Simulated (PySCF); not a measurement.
Mapped SMILES: `[N:1]#[C:2][O:3][c:4]1[cH:5][cH:6][cH:7][cH:8][cH:9]1`. Each H is labelled by its parent atom.

GIAO PBE0/pcSseg-1 shifts (PySCF, gas phase, non-relativistic, equivalent atoms averaged), each against references optimised in the same way as the molecule (NH3, TMS, H2O).

On the GFN2-xTB geometry: N1 211.6, C4 159.6, C6/C8 135.9, C7 131.3, C5/C9 120.7, C2 112.3, O3 109.6, H(C6)/H(C8) 7.78, H(C7) 7.55, H(C5)/H(C9) 7.52 ppm.

Q: What changes on the PBE0-D3(BJ)/def2-SVP geometry?

A: 
| atoms | δ (ppm) | change |
| --- | --- | --- |
| N1 | 216.6 | +5.0 |
| C4 | 157.9 | -1.7 |
| C6/C8 | 136.1 | +0.2 |
| C7 | 131.3 | +0.0 |
| C5/C9 | 119.7 | -1.0 |
| C2 | 112.3 | +0.0 |
| O3 | 118.9 | +9.3 |
| H(C6)/H(C8) | 7.58 | -0.20 |
| H(C7) | 7.39 | -0.16 |
| H(C5)/H(C9) | 7.40 | -0.12 |

Bonds between heavy atoms that differ most (equivalent bonds averaged): N1–C2 1.144 → 1.161 Å, C2–O3 1.271 → 1.282 Å, C5–C6 1.383 → 1.393 Å, C6–C7 1.385 → 1.394 Å, O3–C4 1.390 → 1.397 Å. Mean change of bonds to hydrogen: C–H +0.013 Å.
